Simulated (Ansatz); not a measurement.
The same path of Cl4H3NSn (9 atoms, charge 0, multiplicity 1) was run twice with different band settings. Lost on the way: Sn1–Cl2, N6–H9. Made: Cl2–H9.

The calculation used RKS PBE0-D4/def2-SVP in Ansatz.

Relaxed end points:

```xyz
9
Properties=species:S:1:pos:R:3
Sn -0.109 0.015 0.153
Cl 0.493 -0.173 2.424
Cl 2.053 0.050 -0.765
Cl -0.838 2.116 -0.629
Cl -0.907 -1.913 -0.944
N -2.287 -0.020 1.075
H -2.809 -0.808 0.690
H -2.769 0.850 0.847
H -2.227 -0.118 2.090
```

```xyz
9
Properties=species:S:1:pos:R:3
Sn -0.629 -0.013 -0.488
Cl -0.298 1.012 3.227
Cl 1.395 -0.997 0.037
Cl -0.458 2.276 -0.761
Cl -1.364 -0.926 -2.503
N -1.950 -0.384 1.021
H -2.105 -1.386 1.147
H -2.856 0.052 0.839
H -1.132 0.366 2.422
```

Common settings: spring 5.0 eV/Å²; optimiser quadratic models (default); start path through a guess of the saddle point; force threshold 0.03 eV/Å; iteration limit 60; end points relaxed.

| run | movable images | climbing image |
| --- | --- | --- |
| 1 | 5 | yes |
| 2 | 1 | no |

**Question.** What does each run give, and how far can it be trusted?

**Answer.** Run 1: converged after 25 iterations, highest image 1.459 eV above the first end. A vibrational analysis at the climbing image gives one clearly imaginary mode, 155i cm⁻¹: a first-order saddle point.
Run 2: converged after 22 iterations, highest image 1.408 eV above the first end. The highest image is an end point: on this band no image between the ends rises above it. So few images can step over the top or miss a turn of the path.
The orbitals stay closed-shell, which can raise the energy where a bond breaks towards radicals; this wasn't checked here.
